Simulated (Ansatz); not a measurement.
Geometry optimisation, RKS PBE-D4/def2-SVP in Ansatz 0.2.0.

Input file:

```yaml
crystal:
  periodic: [false, false, false]
  atoms:
    - { symbol: "N", position_ang: [-0.728, 2.0279, -0.0737] }
    - { symbol: Al, position_ang: [-0.5417, 0.1747, -0.1189] }
    - { symbol: Si, position_ang: [0.9373, -1.5168, 0.471] }
    - { symbol: S, position_ang: [-0.0204, -1.7115, -1.3484] }
    - { symbol: H, position_ang: [-1.7174, 2.2438, 0.3089] }
    - { symbol: H, position_ang: [-0.8147, 2.4043, -1.0816] }
    - { symbol: H, position_ang: [2.4245, -1.233, 0.2787] }
    - { symbol: H, position_ang: [0.5526, -2.4465, 1.5082] }
basis:
  gaussian: { orbitals: def2-SVP }
hamiltonian:
  xc: pbe
  dispersion: d4
relax:
  f_tol: 0.015
  max_steps: 40
```

Command:

```bash
$ ansatz run input.yaml --threads 1 --pin off --max-ram 2048MiB --backend cpu --events-out ev --progress --plain --runs-dir out
```

Task: Where does it end, and by what steps?

Result: The forces met the threshold. After 8 steps the energy has fallen by 0.984 eV; H6 moved furthest, 0.77 Å.

| step | energy less start (eV) | largest force component (eV/Å) | accepted |
| --- | --- | --- | --- |
| 0 | 0.0000 | 2.255 | yes |
| 1 | -0.5926 | 1.557 | yes |
| 2 | -0.7503 | 1.347 | yes |
| 3 | -0.9163 | 0.816 | yes |
| 4 | -0.9577 | 0.413 | yes |
| 5 | -0.9751 | 0.163 | yes |
| 6 | -0.9831 | 0.085 | yes |
| 7 | -0.9840 | 0.043 | yes |
| 8 | -0.9844 | 0.010 | yes |

```xyz
8
Properties=species:S:1:pos:R:3
N -1.076 1.888 -0.304
Al -0.236 0.331 -0.189
Si 0.998 -1.477 0.597
S 0.155 -1.397 -1.485
H -1.136 2.572 0.452
H -1.567 2.227 -1.135
H 2.502 -1.573 0.608
H 0.452 -2.629 1.400
```

Whether the end is a true minimum wasn't checked by a vibrational analysis.

The run took 91 s on 1 CPU thread of a shared host.
